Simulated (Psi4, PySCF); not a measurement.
Torsional profile of SMILES COc1ccc(C(=O)O)s1. Scanned: dihedral S10–C6–C7–O8; all other coordinates were relaxed at GFN2-xTB. Points at φ and −φ are mirror images. Heavy atoms are numbered in the order of the SMILES COc1ccc(C(=O)O)s1, hydrogens after them in the order of the atoms that carry them; the mirror image has the same energies with the sign of each dihedral reversed.

Levels: RKS-B3LYP/6-311+G** = restricted B3LYP/6-311+G**, spherical d, density fitting // GFN2-xTB (PySCF); PBE-D3(BJ)/def2-SVP // GFN2-xTB (Psi4).

Energies relative to the lowest point of each profile, in eV:

```csv
φ / °,RKS-B3LYP/6-311+G**
-165,0.034
-135,0.199
-105,0.433
-75,0.444
-60,0.337
-30,0.100
0,0.000
15,0.026
45,0.211
75,0.444
165,0.034
180,0.012
```

Problem. Predict the corresponding PBE-D3(BJ)/def2-SVP column.

Solution. -165: 0.025; -135: 0.204; -105: 0.461; -75: 0.476; -60: 0.360; -30: 0.111; 0: 0.001; 15: 0.030; 45: 0.228; 75: 0.476; 165: 0.025; 180: 0.000 (eV).
